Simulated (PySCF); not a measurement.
## Calculated data, AlH$_{2}$NOSi, ClH$_{3}$OSi$_{2}$, AlBH$_{4}$NSi

All values are calculated (PySCF 2.14.0). Calculation on a computer-drawn molecule: optimised geometry and harmonic frequencies of an isolated molecule of the commonest isotopes, restricted reference for singlets and unrestricted otherwise, frozen core in MP2.

Common to all runs: multiplicity 1; basis cc-pV(D+d)Z.

(1) AlH$_{2}$NOSi

Start structure:
```xyz
6
AlH2NOSi
O      2.2824     1.5339     1.2974
Si     1.4725     2.9707     1.5482
N     -0.1593     2.5450     1.3963
Al    -1.7907     2.5807     1.3356
H      1.7366     0.7774     1.1251
H     -3.3416     2.5885     1.2727
```

```
charge                                        : 0
method                                        : MP2
rotational constants                          : 23.86, 2.021, 1.863 GHz
total energy                                  : -661.8384 hartree
convergence status largest gradient component : 9.784e-06 hartree/bohr
```

Drawn bonds:
```
atom  other atom  order
   1           2      1
   2           3      1
   3           4      2
   1           5      1
   4           6      1
```

Optimised structure:
```xyz
6
AlH2NOSi
O      2.3687     1.5782     1.3098
Si     1.4348     2.9613     1.5448
N     -0.1815     2.3485     1.3565
Al    -1.8383     2.6213     1.3416
H      1.8127     0.8003     1.1328
H     -3.3964     2.6866     1.2898
```

Modes:
```
frequency (cm⁻¹)  reduced mass (dalton)
           49.94                  7.769
           71.88                  8.145
             275                  4.983
           387.8                  1.166
           419.3                  1.156
           542.4                  1.154
           561.7                  8.991
           806.8                   4.74
           861.5                  1.503
            1178                   13.4
            2054                  1.052
            3792                  1.065
```

(2) ClH$_{3}$OSi$_{2}$

Start structure:
```xyz
7
ClH3OSi2
O     -0.3307     1.2456     1.2266
Si    -0.7066     0.7828    -0.2782
Si     1.3001     0.2574    -1.2917
Cl     0.7946    -1.4145    -2.3575
H     -0.8781     1.4653     1.8935
H      1.4430     1.3493    -2.3063
H      2.7031    -0.0288    -0.8983
```

```
charge                                        : 0
method                                        : HF
rotational constants                          : 10.48, 1.411, 1.262 GHz
total energy                                  : -1114.0322 hartree
convergence status largest gradient component : 1.834e-05 hartree/bohr
```

Drawn bonds:
```
atom  other atom  order
   1           2      1
   2           3      1
   3           4      1
   1           5      1
   3           6      1
   3           7      1
```

Optimised structure:
```xyz
7
ClH3OSi2
O     -0.1718     1.4634     1.0054
Si    -0.7649     0.2051     0.0958
Si     1.1889     0.1845    -1.3495
Cl     0.9859    -1.3158    -2.8011
H     -0.7104     1.7684     1.7230
H      1.3625     1.4607    -2.0790
H      2.4352    -0.1091    -0.6067
```

Modes:
```
frequency (cm⁻¹)  reduced mass (dalton)
           40.64                  7.331
           99.31                  9.078
           206.4                  9.866
           371.2                  1.174
           438.1                  9.213
           538.6                  15.49
           600.3                  1.126
           735.8                  1.045
             859                  1.669
           882.9                  2.706
             926                  1.139
            1013                  1.069
            2307                   1.03
            2313                  1.053
            4134                  1.067
```

(3) ClH$_{3}$OSi$_{2}$

Start structure:
```xyz
7
ClH3OSi2
O     -0.1718     1.4634     1.0054
Si    -0.7649     0.2051     0.0958
Si     1.1889     0.1845    -1.3495
Cl     0.9859    -1.3158    -2.8011
H     -0.7104     1.7684     1.7230
H      1.3625     1.4607    -2.0790
H      2.4352    -0.1091    -0.6067
```

```
charge                                        : 0
method                                        : MP2
rotational constants                          : 10.4, 1.416, 1.264 GHz
total energy                                  : -1114.5319 hartree
convergence status largest gradient component : 1.691e-05 hartree/bohr
```

Drawn bonds:
```
atom  other atom  order
   1           2      1
   2           3      1
   3           4      1
   1           5      1
   3           6      1
   3           7      1
```

Optimised structure:
```xyz
7
ClH3OSi2
O     -0.1308     1.4792     0.9924
Si    -0.7744     0.1990     0.0963
Si     1.1764     0.1755    -1.3499
Cl     0.9902    -1.3144    -2.8028
H     -0.7185     1.7543     1.7138
H      1.3561     1.4651    -2.0655
H      2.4264    -0.1014    -0.5963
```

Modes:
```
frequency (cm⁻¹)  reduced mass (dalton)
           39.07                  7.233
           84.21                  8.829
           193.5                  10.29
           336.1                   1.18
           422.4                  9.189
           544.1                  14.39
           605.1                   1.12
             704                  1.046
           812.6                  1.609
           834.3                  3.079
             906                  1.121
           961.2                  1.063
            2253                  1.031
            2265                  1.053
            3824                  1.067
```

(4) AlBH$_{4}$NSi

Start structure:
```xyz
8
AlBH4NSi
Al     1.4487    -0.3984    -3.5931
B     -0.3870     0.1053    -2.9792
N     -0.5944     0.5329    -1.6687
Si    -1.1347     1.0138    -0.1914
H      2.9370    -0.7905    -3.9626
H     -1.2669     0.0825    -3.7443
H     -1.5592     0.0323     0.6338
H     -1.0986     2.4777     0.0576
```

```
charge                                        : 1
method                                        : HF
rotational constants                          : 19.33, 1.598, 1.504 GHz
total energy                                  : -612.0649 hartree
convergence status largest gradient component : 2.426e-05 hartree/bohr
```

Drawn bonds:
```
atom  other atom  order
   1           2      1
   2           3      1
   3           4      2
   1           5      1
   2           6      1
   4           7      1
   4           8      1
```

Optimised structure:
```xyz
8
AlBH4NSi
Al     1.5371    -0.4133    -3.5906
B     -0.5421     0.1519    -3.0021
N     -0.6758     0.5322    -1.7169
Si    -1.1051     1.0123    -0.2747
H      3.0326    -0.7810    -3.8733
H     -1.3626     0.0734    -3.8643
H     -1.4987     0.0596     0.7619
H     -1.0406     2.4206     0.1121
```

Modes:
```
frequency (cm⁻¹)  reduced mass (dalton)
           91.18                  3.637
           173.7                  3.036
           231.7                  4.869
           239.4                  1.124
           364.5                  1.834
           389.1                   1.14
           526.6                  3.153
           747.1                  1.242
           749.9                  1.164
           793.1                  1.454
           896.8                  3.804
            1048                  1.094
            1075                  1.299
            1671                  9.922
            2069                  1.049
            2416                  1.028
            2441                  1.059
            2757                  1.103
```
